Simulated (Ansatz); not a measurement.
Species: C2H8GeN (charge 0, doublet). It need not be the lowest isomer of its formula. 
Geometry from a B3LYP-D3(BJ)/def2-TZVP (Ansatz, a program for electronic structure) optimisation:
SMILES: C[N]([GeH3])[CH2]
```xyz
12

C     -1.7529    -0.7372     0.6048
N     -0.8911     0.1968     0.0654
C     -1.4271     1.0648    -0.9687
Ge     0.9382    -0.1457     0.0990
H     -1.3940    -1.3506     1.4185
H     -2.8152    -0.5665     0.4979
H     -2.3480     1.5355    -0.6125
H     -1.6614     0.5199    -1.8924
H     -0.7145     1.8553    -1.2055
H      1.3427    -1.1650    -0.9888
H      1.2504    -0.7104     1.4916
H      1.6351     1.2003    -0.1516
```
Charge 0, spin multiplicity 2.

Basis-set convergence of Hartree-Fock and CCSD(T) correlation energies (hartree) with Ansatz. Correlated levels leave the core frozen unless marked. Open shells are spin-unrestricted. Spin-orbit coupling is left out. The frozen core is the preceding noble-gas configuration, with the filled d and f shells of earlier blocks. No relativistic terms.

```csv
basis,functions,E(HF),"E(corr, CCSD(T))"
cc-pVDZ,109,-2210.12299,-0.61373
cc-pVTZ,245,-2210.23852,-0.74132
cc-pVQZ,473,-2210.25216,-0.77983
```

Extrapolating the two largest sets (X = 3 and 4) as X^-3: E(corr) = (64·(-0.77983) - 27·(-0.74132))/37 = -0.8079 Eh, an estimate of the basis-set limit. The largest set recovers 96.5 % of it, the smallest 76.0 %.
